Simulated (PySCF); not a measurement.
AlI₂, charge +1. Atoms are numbered in the order given.

```xyz
3

Al     0.0000     0.0000     0.0000
I      0.0000     0.0000    -2.3732
I      0.0000     0.0000     2.3732
```
Charge +1, spin multiplicity 1.

Geometry optimised at B3LYP-D3(BJ)/def2-SVP. The multiplicity is an assumed one; other spin states were not compared. The isomer is the one that the SMILES or the coordinates give; other isomers of the formula were not compared. The def2 effective core potentials stand for the cores of I; spin–orbit coupling is left out.

Method: B3LYP-D3(BJ)/def2-SVP in PySCF.

Frequencies are harmonic and unscaled.

Modes within 1.5 cm⁻¹ of each other (mostly degenerate sets) share a row, with their intensities summed.

Computed harmonic wavenumbers and intensities:
```json
[
 {"mode": "1–2", "ν (cm⁻¹)": "92", "IR (km/mol)": "36.8", "Raman (Å⁴/amu)": "0.0", "depolarisation": "–", "moving atoms (share of kinetic energy)": "Al 90 %, I 10 %"},
 {"mode": "3", "ν (cm⁻¹)": "177", "IR (km/mol)": "0.0", "Raman (Å⁴/amu)": "17.2", "depolarisation": "0.26", "moving atoms (share of kinetic energy)": "I 100 %"},
 {"mode": "4", "ν (cm⁻¹)": "571", "IR (km/mol)": "140.3", "Raman (Å⁴/amu)": "0.0", "depolarisation": "–", "moving atoms (share of kinetic energy)": "Al 90 %, I 10 %"}
]
```
